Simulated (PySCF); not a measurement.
Job file and geometry (Å, from PBE0-D3(BJ)/def2-SVP) of a spin–spin coupling run on As2H4, PySCF, B3LYP/pcJ-1 As:pcSseg-1 indirect spin-spin coupling, non-relativistic, gas phase; density fitting, a coarse starting grid and PySCF grid level 2 are the driver's defaults:

```
{"job": {"kind": "j", "xc": "B3LYP", "basis": "pcJ-1"}, "charge": 0, "multiplicity": 1}
As    -0.085904    -0.801971    -0.926542
As     0.086163     0.804130     0.924657
H     -1.248387    -1.530371    -0.254837
H     -1.053782     0.102969    -1.687112
H      1.049253    -0.103903     1.687607
H      1.252648     1.529146     0.256227
```

Question: Write the output of this run.

Answer: 
```
coarse grid: 24552 points
cycle   1  E = -4473.7519864756  dE = -1.754e+00  |g| = 1.001e+00  |ddm| = 2.158e+00
cycle   2  E = -4473.7579434981  dE = -5.957e-03  |g| = 7.190e-01  |ddm| = 4.551e-01
cycle   3  E = -4473.7839470578  dE = -2.600e-02  |g| = 1.148e-01  |ddm| = 3.734e-01
cycle   4  E = -4473.7850542967  dE = -1.107e-03  |g| = 1.850e-02  |ddm| = 1.309e-01
cycle   5  E = -4473.7851610987  dE = -1.068e-04  |g| = 1.830e-03  |ddm| = 3.321e-02
cycle   6  E = -4473.7851622221  dE = -1.123e-06  |g| = 2.710e-04  |ddm| = 2.439e-03
final grid: 47640 points
cycle   7  E = -4473.7851486562  dE = -4.018e-08  |g| = 2.285e-04  |ddm| = 1.041e-03
cycle   8  E = -4473.7851486604  dE = -4.206e-09  |g| = 2.456e-04  |ddm| = 5.360e-04
cycle   9  E = -4473.7851486676  dE = -7.255e-09  |g| = 2.294e-05  |ddm| = 2.168e-04
cycle  10  E = -4473.7851486678  dE = -1.382e-10  |g| = 2.313e-06  |ddm| = 2.690e-05
converged SCF energy = -4473.7851486678

Indirect spin-spin couplings (Hz)
  i      j    bonds     total        FC       PSO       DSO        SD
  2 H    3 H    2    -11.625   -11.735     0.599    -0.616     0.126
  2 H    4 H    3     -0.538    -0.307     0.247    -0.473    -0.004
  2 H    5 H    3     17.176    19.928     1.226    -4.007     0.030
  3 H    4 H    3     17.128    19.877     1.225    -4.005     0.030
  3 H    5 H    3     -0.617    -0.364     0.255    -0.504    -0.004
  4 H    5 H    2    -11.626   -11.735     0.599    -0.616     0.126
```

Size and cost of the density-fitted run: 122 basis functions, 11 s wall time on 1 thread of an Arm Neoverse V2, shared host.
